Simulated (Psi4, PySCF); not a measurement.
HBrF$_{2}$GeO (SMILES [OH][Ge]([F])([F])[Br]), singlet, geometry from GFN2-xTB, atoms displaced at random by about 0.03 Å a coordinate. Base run: B3LYP/STO-3G, gradient (PySCF).

Here is a job for PySCF.
```python
from pyscf import gto, scf, dft

mol = gto.Mole()
mol.atom = '''
    O     1.994666   -0.025868   -0.321199
    Ge    0.357267   -0.521667    0.024603
    F     0.321843   -1.319555    1.487729
    F    -0.083448   -1.707786   -1.071308
    Br   -0.971399    1.265444   -0.063048
    H     2.654755   -0.743355   -0.330321
'''
mol.basis = 'sto-3g'
mol.charge = 0
mol.spin = 0
mol.verbose = 4
mol.build()

mf = dft.RKS(mol)
mf.xc = 'b3lyp'
mf.kernel()
g = mf.nuc_grad_method()
grad = g.kernel()
```

Programs used: Psi4, PySCF; a row that names a program was run with it.

The coordinate followed is y of atom 5.

Variants of this job, named by their change:

```
change                                                  dE/dx (Eh/bohr)  net force (Eh/bohr)
------------------------------------------------------  ---------------  -------------------
base                                                          -0.009486             0.000453
grid_response = on                                            -0.009496             0.000000
finite difference step (bohr) = 1e-5; conv_tol = 1e-11        -0.009497                    -
finite difference step (bohr) = 0.01; conv_tol = 1e-11        -0.009499                    -
grids.level = 0; grid_response = on                           -0.011322             0.000000
finite difference step (bohr) = 0.2; conv_tol = 1e-11         -0.010509                    -
code = psi4                                                   -0.009369             0.000553
conv_tol = 1e-11                                              -0.009486             0.000453
finite difference step (bohr) = 1e-3; conv_tol = 1e-11        -0.009496                    -
conv_tol = 1e-6                                               -0.009486             0.000453
grids.level = 5; grid_response = on                           -0.009507             0.000000
finite difference step (bohr) = 1e-4; conv_tol = 1e-11        -0.009496                    -
```

The net force is zero for an exact gradient.
